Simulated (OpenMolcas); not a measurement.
## OpenMolcas run: Os6+

Os6+ among 3 point charges of -2 e arranged as a planar triangle (D3h), 2.16 Å from the ion.

Input:

```
&GATEWAY
Coord
1

Os 0.0 0.0 0.0
Basis=ANO-RCC-VDZP
Group=NoSym
NoMove
AngMom=0.0 0.0 0.0
AMFI
XField
3 Angstrom 0
2.160000 0.000000 0.000000 -2.000000
-1.080000 1.870615 0.000000 -2.000000
-1.080000 -1.870615 0.000000 -2.000000
&SEWARD
* reference wave functions (RASSCF and RASSI steps not shown): 2 electrons in 5 orbitals (5d)
>>> COPY JOB001 $Project.JobIph
&CASPT2
Multistate=10 1 2 3 4 5 6 7 8 9 10
NoMult
Frozen=23
IPEA=0.25
Imaginary=0.1
MaxIter=60
WThr=0.0 0.3 0.05
PrWF=0.5
NoMix
>>> COPY JOB002 $Project.JobIph
&CASPT2
Multistate=15 1 2 3 4 5 6 7 8 9 10 11 12 13 14 15
NoMult
Frozen=23
IPEA=0.25
Imaginary=0.1
MaxIter=60
WThr=0.0 0.3 0.05
PrWF=0.5
NoMix
```

Output, cut to the results:

```
--- CASPT2 ---
Orbital specifications:
      -----------------------

      Symmetry species                           1
                                                 a
      Frozen orbitals                           23
      Inactive orbitals                         11
      Active orbitals                            5
      Secondary orbitals                        29
      Deleted orbitals                           0
      Number of basis functions                 68
Type of calculation                        SS-CASPT2
      Fock operator                              state-specific
      IPEA shift                                 0.25
      Real shift                                 0.00
      Imaginary shift                            0.10
      The input orbitals will be transformed to quasi-canonical
Reference energy:      -17238.5428859604
      E2 (Non-variational):      -0.6207443422
      Shift correction:          -0.0000699300
      E2 (Variational):          -0.6208142721
      Total energy:          -17239.1637002325
      Residual norm:              0.0000001052
      Reference weight:           0.94631
      Contributions to the CASPT2 correlation energy
      Active & Virtual Only:         -0.0025975440
      One Inactive Excited:          -0.0846993629
      Two Inactive Excited:          -0.5334474353
Reference energy:      -17238.5387059366
      E2 (Non-variational):      -0.6223579923
      Shift correction:          -0.0000712628
      E2 (Variational):          -0.6224292552
      Total energy:          -17239.1611351918
      Residual norm:              0.0000001187
      Reference weight:           0.94587
      Contributions to the CASPT2 correlation energy
      Active & Virtual Only:         -0.0029791490
      One Inactive Excited:          -0.0852880888
      Two Inactive Excited:          -0.5340907545
::    CASPT2 Root  1     Total energy: -17239.16370023
::    CASPT2 Root  2     Total energy: -17239.16113519
::    CASPT2 Root  3     Total energy: -17239.16113518
::    CASPT2 Root  4     Total energy: -17239.13533647
::    CASPT2 Root  5     Total energy: -17239.13494484
::    CASPT2 Root  6     Total energy: -17239.12753954
::    CASPT2 Root  7     Total energy: -17239.12752494
::    CASPT2 Root  8     Total energy: -17239.09188791
::    CASPT2 Root  9     Total energy: -17239.09188797
::    CASPT2 Root 10     Total energy: -17239.03110313
--- CASPT2 ---
Orbital specifications:
      -----------------------

      Symmetry species                           1
                                                 a
      Frozen orbitals                           23
      Inactive orbitals                         11
      Active orbitals                            5
      Secondary orbitals                        29
      Deleted orbitals                           0
      Number of basis functions                 68
Type of calculation                        SS-CASPT2
      Fock operator                              state-specific
      IPEA shift                                 0.25
      Real shift                                 0.00
      Imaginary shift                            0.10
      The input orbitals will be transformed to quasi-canonical
Reference energy:      -17238.4849009174
      E2 (Non-variational):      -0.6277666186
      Shift correction:          -0.0000853995
      E2 (Variational):          -0.6278520180
      Total energy:          -17239.1127529355
      Residual norm:              0.0000002863
      Reference weight:           0.94396
      Contributions to the CASPT2 correlation energy
      Active & Virtual Only:         -0.0066684507
      One Inactive Excited:          -0.0836228226
      Two Inactive Excited:          -0.5374753453
Reference energy:      -17238.4849009171
      E2 (Non-variational):      -0.6276558573
      Shift correction:          -0.0000850417
      E2 (Variational):          -0.6277408990
      Total energy:          -17239.1126418161
      Residual norm:              0.0000002781
      Reference weight:           0.94400
      Contributions to the CASPT2 correlation energy
      Active & Virtual Only:         -0.0066596136
      One Inactive Excited:          -0.0836111235
      Two Inactive Excited:          -0.5373851202
::    CASPT2 Root  1     Total energy: -17239.11275294
::    CASPT2 Root  2     Total energy: -17239.11264182
::    CASPT2 Root  3     Total energy: -17239.10653936
::    CASPT2 Root  4     Total energy: -17239.10645948
::    CASPT2 Root  5     Total energy: -17239.10645950
::    CASPT2 Root  6     Total energy: -17239.07911710
::    CASPT2 Root  7     Total energy: -17239.07227501
::    CASPT2 Root  8     Total energy: -17239.07227501
::    CASPT2 Root  9     Total energy: -17239.06923622
::    CASPT2 Root 10     Total energy: -17239.06901289
::    CASPT2 Root 11     Total energy: -17239.04715078
::    CASPT2 Root 12     Total energy: -17239.04709382
::    CASPT2 Root 13     Total energy: -17238.99977666
::    CASPT2 Root 14     Total energy: -17238.99975747
::    CASPT2 Root 15     Total energy: -17238.92753642
```

Spin-orbit levels above the lowest (labels of D3, the rotations of D3h), with the averaged single-state CASPT2 energies on the diagonal:

```json
{"E (cm-1)": "0", "Degeneracy": "1", "Label": "A1", "2S+1": "3", "g": ""}
{"E (cm-1)": "2390", "Degeneracy": "2", "Label": "E", "2S+1": "3", "g": "0.00 0.00 2.07"}
{"E (cm-1)": "4410", "Degeneracy": "2", "Label": "E", "2S+1": "3 (81 %)", "g": "0.00 0.00 3.51"}
{"E (cm-1)": "10570", "Degeneracy": "1", "Label": "A2", "2S+1": "3", "g": ""}
{"E (cm-1)": "12990", "Degeneracy": "2", "Label": "E", "2S+1": "3", "g": "0.00 0.00 1.97"}
{"E (cm-1)": "14110", "Degeneracy": "2", "Label": "E", "2S+1": "3", "g": "0.00 0.00 4.30"}
{"E (cm-1)": "16330", "Degeneracy": "1", "Label": "A1", "2S+1": "3 (77 %)", "g": ""}
{"E (cm-1)": "16820", "Degeneracy": "2", "Label": "E", "2S+1": "3 (72 %)", "g": "0.00 0.00 2.04"}
{"E (cm-1)": "17560", "Degeneracy": "1", "Label": "A2", "2S+1": "3", "g": ""}
{"E (cm-1)": "17560", "Degeneracy": "1", "Label": "A1", "2S+1": "3", "g": ""}
{"E (cm-1)": "20330", "Degeneracy": "2", "Label": "E", "2S+1": "3 (72 %)", "g": "0.00 0.00 4.31"}
{"E (cm-1)": "21140", "Degeneracy": "1", "Label": "A1", "2S+1": "3 (81 %)", "g": ""}
{"E (cm-1)": "25350", "Degeneracy": "1", "Label": "A1", "2S+1": "3 (85 %)", "g": ""}
{"E (cm-1)": "25350", "Degeneracy": "1", "Label": "A2", "2S+1": "3 (85 %)", "g": ""}
{"E (cm-1)": "25400", "Degeneracy": "2", "Label": "E", "2S+1": "3 (71 %)", "g": "0.00 0.00 1.90"}
{"E (cm-1)": "25700", "Degeneracy": "1", "Label": "A2", "2S+1": "3", "g": ""}
{"E (cm-1)": "25790", "Degeneracy": "2", "Label": "E", "2S+1": "3 (65 %)", "g": "0.00 0.00 4.65"}
{"E (cm-1)": "27470", "Degeneracy": "2", "Label": "E", "2S+1": "3", "g": "0.00 0.00 9.88"}
{"E (cm-1)": "29400", "Degeneracy": "1", "Label": "A1", "2S+1": "1 (67 %)", "g": ""}
{"E (cm-1)": "29900", "Degeneracy": "2", "Label": "E", "2S+1": "1 (66 %)", "g": "0.00 0.00 2.04"}
```

Roots that are degenerate in the reference are averaged as groups; the widest CASPT2 spread within a group is 86 cm-1 (the 2-fold group of multiplicity 3 near 6270 cm-1 above the lowest state of its run). Shifts and gaps below about the spread of the groups concerned are not significant. Spin-orbit coupling mixes the spin-free states strongly: the lowest level takes only 55 % from its leading state, 3E, which lies 563 cm-1 above the lowest spin-free state. Free-ion shares, where given, are those of the reference states; single-state CASPT2 does not remix them. This is an electrostatic model: the charges have no orbitals. No measured value stands beside these numbers.

With an even number of electrons the g values are those of a degenerate or nearly degenerate non-Kramers pair.
